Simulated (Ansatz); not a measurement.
Calculated with Ansatz (gas phase, PBE0-D4/def2-TZVP geometries, no zero-point term in ΔE). CCSD(T)/CBS is the MP2 limit (def2-TZVPP, def2-QZVPP) plus CCSD(T) − MP2 in def2-TZVPP, frozen cores. This one scheme is used for every species. Elements past krypton have def2 core potentials. For Sn outer-core shells are correlated without core-valence functions, which leaves a few kJ/mol of doubt a bond. One conformer a species, not always the lowest.

`C[O][SnH]([CH3])[OH]` + propene → `C=C[CH2][SnH]([CH3])[O]C` + H₂O  (formal exchange of groups at the Sn–O bond)

`C[O][SnH]([CH3])[OH]`:

```xyz
13

C    -0.662    2.203    0.274
O     0.184    1.127    0.578
Sn    0.241   -0.495   -0.532
C    -0.227   -2.201    0.629
O     2.137   -0.707   -0.987
H    -0.207    3.128    0.645
H    -1.643    2.097    0.757
H    -0.835    2.330   -0.804
H    -0.680   -0.135   -1.933
H    -1.305   -2.301    0.752
H     0.170   -3.091    0.139
H     0.243   -2.087    1.606
H     2.582    0.133   -1.124
```

`C=CC`:

```xyz
9

C    -0.928   -0.890   -0.516
C    -0.349    0.284   -0.306
C     0.860    0.505    0.536
H    -0.540   -1.800   -0.068
H    -1.808   -0.986   -1.141
H    -0.775    1.168   -0.776
H     1.671    0.948   -0.051
H     0.648    1.202    1.353
H     1.222   -0.430    0.969
```

`C=C[CH2][SnH]([CH3])[O]C`:

```xyz
19

C    -1.473    1.203    1.843
C    -1.650    1.083    0.531
C    -0.633    1.367   -0.507
Sn    0.331   -0.467   -1.135
C    -0.976   -2.141   -1.213
O     1.582   -0.951    0.314
C     2.629   -0.086    0.649
H    -0.536    1.557    2.259
H    -2.259    0.946    2.543
H    -2.609    0.712    0.171
H    -1.066    1.831   -1.396
H     0.163    2.016   -0.134
H     1.289   -0.221   -2.543
H    -1.523   -2.204   -0.272
H    -0.389   -3.050   -1.347
H    -1.683   -2.044   -2.037
H     3.239   -0.558    1.427
H     2.274    0.875    1.051
H     3.291    0.132   -0.202
```

H₂O:

Z-matrix (Å, degrees):
```
O
H 1 0.960
H 1 0.960 2 105.1
```

```json
{"species": "`C[O][SnH]([CH3])[OH]`", "CCSD(T)/CBS(def2) energy (Eh)": "-445.31698"}
{"species": "`C=CC`", "CCSD(T)/CBS(def2) energy (Eh)": "-117.74610"}
{"species": "`C=C[CH2][SnH]([CH3])[O]C`", "CCSD(T)/CBS(def2) energy (Eh)": "-486.66968"}
{"species": "H₂O", "CCSD(T)/CBS(def2) energy (Eh)": "-76.37941"}
```

Q: Work out ΔE.

A: ΔE = (-486.66968) + (-76.37941) − (-445.31698) − (-117.74610) = 0.01399 Eh = +36.7 kJ/mol.

Largest T1 diagnostic among the species: 0.013.

In def2-TZVPP, CCSD(T) changes the Hartree–Fock value by −27.7 kJ/mol (the triples alone add −3.1 kJ/mol) and MP2 by −32.6 kJ/mol. The D4 term adds −13.6 kJ/mol with B3LYP and −8.3 kJ/mol with PBE0; it sums over pairs of atoms, weighted by their polarisabilities, and B3LYP, whose exchange is more repulsive, gets the larger term.

B3LYP here is the variant with VWN-RPA as its local correlation; programs differ in this.
